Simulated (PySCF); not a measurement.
Species: C5H10GeSSi.
SMILES with atom numbers: `[CH3:1][Si@@H:2]([GeH3:3])[c:4]1[cH:5][cH:6][cH:7][s:8]1` (hydrogens: H9, H10, H11 on C1; H12 on Si2; H13, H14, H15 on Ge3; H16 on C5; H17 on C6; H18 on C7)

The calculation used PySCF 2.14.0, PBE0-D3(BJ)/def2-SVP geometry optimisation, gas phase.

(1) What internal coordinates does the optimisation give?

## Answers

(1) 
```
                     bond  length (Å)     order
                   C1–Si2       1.882    single
                  Si2–Ge3       2.383    single
                   Si2–C4       1.873    single
                    C4–C5       1.380  aromatic
                    C5–C6       1.422  aromatic
                    C6–C7       1.371  aromatic
                    C7–S8       1.713  aromatic
                    C4–S8       1.730  aromatic
    C1–H9, C1–H10, C1–H11       1.101    single
                  Si2–H12       1.498    single
Ge3–H13, Ge3–H14, Ge3–H15       1.542    single
                   C5–H16       1.092    single
                   C6–H17       1.091    single
                   C7–H18       1.090    single
```

Bonds in one row agree within 0.01 Å and their mean is given. Orders are formal, as drawn. A selection of angles:
```
     angle  degrees
C1–Si2–Ge3    111.2
 C1–Si2–C4    110.3
Ge3–Si2–C4    108.2
 Si2–C4–C5    128.8
 Si2–C4–S8    121.5
  C5–C4–S8    109.7
  C4–C5–C6    113.7
  C5–C6–C7    112.3
  C6–C7–S8    111.4
  C4–S8–C7     92.9
```

Torsions: C1–Si2–C4–C5 -125° (anticlinal).

Si2 (SiH silicon) is tetrahedral (angles from 108.2° to 111.2°). Ge3 (germanium bonded to Si and 3 H) is tetrahedral (angles from 107.9° to 111.7°). S8 (thiophene-type sulfur) is bent (angle 92.9°). The 5-membered ring C4–C5–C6–C7–S8 has internal angles of 92.9° to 113.7° (sum 540°, against 540° for a flat polygon); it is planar, 0.00 Å rms from its mean plane, widest ring torsion 0°. The C–C distances run from 1.371 Å (C6–C7, aromatic) to 1.422 Å (C5–C6, aromatic), a spread of 0.051 Å.

Point group: C1 (no symmetry element, even within 0.4 Å). No PBE0-D3(BJ)/def2-SVP frequencies stand behind this structure, so it isn't proved a minimum. The numbers are those of one conformer.
